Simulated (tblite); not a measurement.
CH₁₀GeO₂Si₂.
Bonds: C1–O2, O2–Ge3, Ge3–Si4, Si4–O5, O5–Si6. Hydrogens: H7, H8, H9 on C1; H10, H11 on Ge3; H12, H13 on Si4; H14, H15, H16 on Si6.

Computed with GFN2-xTB (tblite), gas phase: L-BFGS steps from a force-field or distance-geometry start until the largest atomic force falls under 0.01 eV/Å.

Step 27: E = -568.4074 eV
```
atom  x, y, z in Å  |  force x, y, z in eV/Å
C1      3.1311   -0.3719    0.3196   -0.015   0.018   0.021
O2      2.3309    0.1376   -0.7155    0.049   0.045  -0.156
Ge3     0.6428    0.6525   -0.5295   -0.097  -0.104   0.047
Si4    -0.5705   -0.9817    0.6622   -0.029   0.148  -0.062
O5     -2.1112   -0.4922    0.7926    0.039   0.022  -0.070
Si6    -3.2758    0.5404    0.3043    0.045  -0.058  -0.054
H7      4.1750   -0.2505    0.0308    0.046  -0.013  -0.072
H8      2.9737    0.1611    1.2564   -0.002   0.035   0.142
H9      2.9256   -1.4317    0.4767    0.013  -0.097   0.061
H10     0.7083    2.0330    0.1227    0.030   0.117   0.071
H11     0.4134    0.9706   -1.9887   -0.017  -0.025  -0.024
H12    -0.5491   -2.2532   -0.0727   -0.072   0.013   0.105
H13    -0.1108   -1.1244    2.0536   -0.043  -0.030  -0.112
H14    -4.1293    0.6889    1.4814    0.027  -0.067  -0.064
H15    -2.6476    1.8103   -0.0738    0.001  -0.039   0.013
H16    -3.9141   -0.0796   -0.8642    0.024   0.035   0.155
```

Step 28: E = -568.4122 eV
```
atom  x, y, z in Å  |  force x, y, z in eV/Å
C1      3.1260   -0.3707    0.3199   -0.002   0.010   0.005
O2      2.3305    0.1404   -0.7203    0.015   0.033  -0.077
Ge3     0.6391    0.6538   -0.5274   -0.024  -0.051   0.034
Si4    -0.5704   -0.9759    0.6637    0.044   0.122  -0.067
O5     -2.0992   -0.4721    0.8215    0.002  -0.007  -0.017
Si6    -3.2629    0.5399    0.3044   -0.007   0.035  -0.027
H7      4.1709   -0.2488    0.0319    0.026  -0.013  -0.047
H8      2.9662    0.1611    1.2592    0.000   0.008   0.076
H9      2.9219   -1.4329    0.4744    0.009  -0.039   0.053
H10     0.7053    2.0384    0.1234    0.029   0.078   0.050
H11     0.4009    0.9663   -1.9857   -0.017  -0.018  -0.030
H12    -0.5807   -2.2380   -0.0772   -0.052  -0.068   0.040
H13    -0.1028   -1.1492    2.0431   -0.007  -0.020  -0.026
H14    -4.1350    0.6873    1.4652    0.010  -0.051  -0.030
H15    -2.6405    1.8088   -0.0816    0.006  -0.013   0.011
H16    -3.8769   -0.0994   -0.8585   -0.034  -0.005   0.050
```

Step 29: E = -568.4136 eV
```
atom  x, y, z in Å  |  force x, y, z in eV/Å
C1      3.1258   -0.3705    0.3208    0.008   0.004  -0.006
O2      2.3321    0.1406   -0.7228   -0.001   0.018  -0.011
Ge3     0.6385    0.6521   -0.5267    0.033   0.009   0.007
Si4    -0.5688   -0.9721    0.6615    0.011   0.062  -0.041
O5     -2.0983   -0.4715    0.8218   -0.003   0.011  -0.020
Si6    -3.2616    0.5407    0.3035   -0.006   0.026  -0.001
H7      4.1710   -0.2494    0.0309    0.008  -0.014  -0.028
H8      2.9668    0.1622    1.2618   -0.001  -0.017   0.018
H9      2.9223   -1.4344    0.4752    0.007   0.008   0.049
H10     0.7050    2.0381    0.1257    0.027   0.056   0.039
H11     0.3983    0.9646   -1.9844   -0.020  -0.015  -0.034
H12    -0.5835   -2.2360   -0.0758   -0.046  -0.070   0.030
H13    -0.1004   -1.1499    2.0392    0.000  -0.015  -0.009
H14    -4.1370    0.6860    1.4615    0.010  -0.045  -0.016
H15    -2.6402    1.8097   -0.0812    0.011  -0.006   0.005
H16    -3.8775   -0.1011   -0.8550   -0.039  -0.013   0.019
```

**Question.** Estimate the geometry and energy of step 30. (The exact step hangs on the optimiser's Hessian estimate; all steps are aligned on step 29, rigid shifts and turns removed.)

**Answer.** E = -568.4145 eV, largest force 0.090 eV/Å
```
atom  x, y, z in Å  |  force x, y, z in eV/Å
C1      3.1260   -0.3703    0.3215    0.016   0.001  -0.009
O2      2.3328    0.1410   -0.7236    0.000   0.003   0.031
Ge3     0.6386    0.6510   -0.5261    0.063   0.061  -0.020
Si4    -0.5677   -0.9696    0.6591   -0.016  -0.002  -0.011
O5     -2.0989   -0.4736    0.8171   -0.003   0.026  -0.027
Si6    -3.2615    0.5416    0.3022   -0.011   0.009   0.013
H7      4.1710   -0.2499    0.0290   -0.004  -0.016  -0.012
H8      2.9687    0.1626    1.2641    0.000  -0.028  -0.024
H9      2.9227   -1.4349    0.4767    0.007   0.036   0.041
H10     0.7069    2.0383    0.1268    0.023   0.039   0.032
H11     0.3986    0.9639   -1.9840   -0.022  -0.015  -0.030
H12    -0.5829   -2.2380   -0.0729   -0.041  -0.048   0.033
H13    -0.0999   -1.1479    2.0376   -0.003  -0.009  -0.016
H14    -4.1371    0.6836    1.4602    0.011  -0.040  -0.007
H15    -2.6406    1.8112   -0.0795    0.014  -0.005   0.000
H16    -3.8843   -0.1001   -0.8522   -0.033  -0.012   0.006
```

The energy changes by -0.0009 eV. The first-order estimate −F·Δx gives -0.0012 eV and the mean of the old and new forces, exact on a quadratic surface, -0.0009 eV. The step makes an angle of 56° with the force vector and moves no atom by more than 0.007 Å.

The cost below is that of the whole relaxation. Hardware: an Arm Neoverse N1 with one thread (shared host). Cost: 1.3 s of wall time.
